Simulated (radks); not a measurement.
The numbers below are computed, except where a source is named.
The copper ion Cu+, configuration [Ar] 3d10 (the NIST ground configuration). Level of theory: non-relativistic Kohn-Sham, XLYP, spin-unpolarised, spherical densities, point nucleus (a radial shooting solver on a logarithmic mesh with Libxc functionals).

Local quantities along the radius. ELF = 1/(1 + alpha^2) is the electron localisation function; alpha = (tau - tau_W)/tau_unif compares the Pauli kinetic energy density with that of the uniform gas.

```
   r/bohr * ELF (the largest magnitude, 1, reaches the edge; | marks zero)
 0.002501 |                                                      *
 0.003205 |                                                      *
 0.004107 |                                                      *
 0.005221 |                                                      *
  0.00669 |                                                      *
 0.008573 |                                                      *
  0.01099 |                                                      *
  0.01397 |                                                      *
   0.0179 |                                                      *
  0.02293 |                                                      *
  0.02939 |                                                     *
  0.03766 |                                                   *
  0.04788 |                                           *
  0.06135 |                          *
  0.07862 |               *
   0.1007 |                   *
   0.1281 |                                *
   0.1641 |                                          *
   0.2103 |                                          *
   0.2695 |                           *
   0.3426 |           *
   0.4391 |                  *
   0.5626 |                                     *
    0.721 |                                         *
   0.9166 |                                      *
    1.175 |                          *
    1.505 |             *
    1.929 |     *
    2.452 |  *
    3.142 |*
    4.026 *
```

On this mesh the ELF has minima near r = 0.089, 0.34 bohr, which separate the shells, and maxima near 0.19 (0.81), 0.72 (0.77).
